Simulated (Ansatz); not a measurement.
These are PBE0-D3(BJ)/def2-TZVP in Ansatz (a first-principles code) values and carry that method's errors. No frequencies were computed at this level.

Ansatz 0.2 input:
```yaml
crystal:
  periodic: [false, false, false]
  atoms:
    - { symbol: Cl, position_ang: [-1.589778, -0.314017, 0.000006] }
    - { symbol: B, position_ang: [-0.173034, 0.571865, 0.0] }
    - { symbol: I, position_ang: [1.762812, -0.257848, -0.000006] }
basis:
  gaussian: { orbitals: def2-tzvp }
hamiltonian:
  xc: pbe0
  dispersion: d3bj
relax:
  max_steps: 150
magnetization:
  spin_polarized: true
  initial_magnetization: 1
```

Output:

```
Functional definition: PBE0
855 factors; their error is unknown
mean field evaluation 1: about -21294.4351 eV, gradient 1.1e1 eV
mean field evaluation 2: about -21293.9327 eV, gradient 1.6e1 eV
mean field evaluation 4: about -21295.1889 eV, gradient 6.7e-1 eV
mean field evaluation 8: about -21295.1944 eV, gradient 3.1e-2 eV
mean field evaluation 16: about -21295.5090 eV, gradient 2.8e-4 eV
mean field -21295.50898532 eV, -782.5955205962 hartree, gradient 2.6e-5 eV, S^2 0.754469; 0 other end points of the search recorded, 0 dependent functions left out
reference -21295.50900920 eV, -782.5955214738 hartree; 24, 23 occupied and 94, 95 virtual orbitals, 855 factors
relax step   1: F+E_penalty+E_count = -21295.58731456 eV  Δ(F+E_penalty+E_count) = +0.000e0 eV  max|allowed force component| = 1.053e0 eV/Å  Δτ_max = 0.0000 Å  (34 SCF iters, accepted)
these checks for a lower state are left out or cut short: starts, cluster_reference, orbital_swaps, neighbouring_geometries, increment
855 factors; their error is unknown
mean field -21295.52723124 eV, -782.5961911214 hartree, gradient 1.3e-5 eV, S^2 0.754515; 0 other end points of the search recorded, 0 dependent functions left out
reference -21295.52725516 eV, -782.5961920003 hartree; 24, 23 occupied and 94, 95 virtual orbitals, 855 factors
relax step   2: F+E_penalty+E_count = -21295.60478016 eV  Δ(F+E_penalty+E_count) = -1.747e-2 eV  max|allowed force component| = 5.532e-1 eV/Å  Δτ_max = 0.0482 Å  (36 SCF iters, accepted)
these checks for a lower state are left out or cut short: starts, cluster_reference, orbital_swaps, neighbouring_geometries, increment
855 factors; their error is unknown
mean field evaluation 32: about -21295.5343 eV, gradient 3.5e-4 eV
mean field -21295.53427508 eV, -782.5964499774 hartree, gradient 1.7e-5 eV, S^2 0.754537; 0 other end points of the search recorded, 0 dependent functions left out
reference -21295.53429900 eV, -782.5964508566 hartree; 24, 23 occupied and 94, 95 virtual orbitals, 855 factors
relax step   3: F+E_penalty+E_count = -21295.61196420 eV  Δ(F+E_penalty+E_count) = -7.184e-3 eV  max|allowed force component| = 2.632e-1 eV/Å  Δτ_max = 0.0146 Å  (38 SCF iters, accepted)
these checks for a lower state are left out or cut short: starts, cluster_reference, orbital_swaps, neighbouring_geometries, increment
855 factors; their error is unknown
mean field -21295.53633405 eV, -782.5965256435 hartree, gradient 1.7e-5 eV, S^2 0.754566; 0 other end points of the search recorded, 0 dependent functions left out
reference -21295.53635798 eV, -782.5965265228 hartree; 24, 23 occupied and 94, 95 virtual orbitals, 855 factors
relax step   4: F+E_penalty+E_count = -21295.61409515 eV  Δ(F+E_penalty+E_count) = -2.131e-3 eV  max|allowed force component| = 8.402e-4 eV/Å  Δτ_max = 0.0120 Å  (37 SCF iters, accepted)
855 factors; their error is unknown
mean field evaluation 64: about -21295.5363 eV, gradient 1.4e-3 eV
mean field -21295.53633405 eV, -782.5965256435 hartree, gradient 1.8e-5 eV, S^2 0.754566; 1 other end points of the search recorded, 0 dependent functions left out
reference -21295.53635798 eV, -782.5965265228 hartree; 24, 23 occupied and 94, 95 virtual orbitals, 855 factors
Total energy: -21295.61411907 eV, -782.5993841902 hartree
Atom 0 at    -1.627878    -0.312661     0.000006 Å, force    -0.000146    -0.000044     0.000000 eV/Å
Atom 1 at    -0.154334     0.559987    -0.000000 Å, force     0.000840    -0.000277    -0.000000 eV/Å
Atom 2 at     1.782212    -0.247326    -0.000006 Å, force    -0.000694     0.000321     0.000000 eV/Å
Dipole moment:     0.006998    -0.092380     0.000000 e Å
```

Cost: around 27 core-seconds (rough).
